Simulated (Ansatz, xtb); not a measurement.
Spectroscopic constants of O₂++, closed-shell singlet (not the ground state: that is measured with 2S+1 = 2).

The constants come from a fifth-degree fit in 1/R (seven points, main isotopes). Runs in def2 and cc sets follow the lowest solution found near the PBE0 minimum. The singlet is held restricted. HF and MP2 rows in def2 and cc sets belong to the determinant that coupled cluster picked by its CCSD energy.

Cores are frozen in the correlated methods. CBS(a, b) extrapolates the correlation energy as X⁻³ and adds the Hartree–Fock energy of set b.

Codes used: Ansatz (a first-principles code) with Gaussian orbitals; xtb for the GFN methods. Values without a source in brackets are computed.

```json
[
 {"level": "GFN2-xTB", "r_e (Å)": "1.005", "ω_e (cm⁻¹)": "2418", "ω_e x_e (cm⁻¹)": "14"},
 {"level": "HF/aug-cc-pVTZ", "r_e (Å)": "0.990", "ω_e (cm⁻¹)": "___", "ω_e x_e (cm⁻¹)": "13"},
 {"level": "HF/def2-TZVPP", "r_e (Å)": "0.988", "ω_e (cm⁻¹)": "2973", "ω_e x_e (cm⁻¹)": "13"},
 {"level": "wB97X-V/def2-TZVPP", "r_e (Å)": "1.031", "ω_e (cm⁻¹)": "2487", "ω_e x_e (cm⁻¹)": "15"},
 {"level": "wB97M-V/def2-TZVPP", "r_e (Å)": "1.029", "ω_e (cm⁻¹)": "2482", "ω_e x_e (cm⁻¹)": "15"},
 {"level": "CCSD(T)/aug-cc-pVTZ", "r_e (Å)": "1.052", "ω_e (cm⁻¹)": "2184", "ω_e x_e (cm⁻¹)": "22"},
 {"level": "CCSD(T)/aug-cc-pVQZ", "r_e (Å)": "1.048", "ω_e (cm⁻¹)": "2213", "ω_e x_e (cm⁻¹)": "21"},
 {"level": "CCSD(T)/CBS(aug-cc-pVQZ, aug-cc-pV5Z)", "r_e (Å)": "___", "ω_e (cm⁻¹)": "___", "ω_e x_e (cm⁻¹)": "21"}
]
```

### Question
Fill in the missing entries.

### Answer

- CCSD(T)/CBS(aug-cc-pVQZ, aug-cc-pV5Z), r_e (Å): 1.046
- CCSD(T)/CBS(aug-cc-pVQZ, aug-cc-pV5Z), ω_e (cm⁻¹): 2224
- HF/aug-cc-pVTZ, ω_e (cm⁻¹): 2968

Doubts at one or more of the structures used: a restricted determinant that unrestricted orbitals would lower (HF/aug-cc-pVTZ, HF/def2-TZVPP, CCSD(T)/aug-cc-pVTZ, CCSD(T)/aug-cc-pVQZ, CCSD(T)/CBS(aug-cc-pVQZ, aug-cc-pV5Z)).
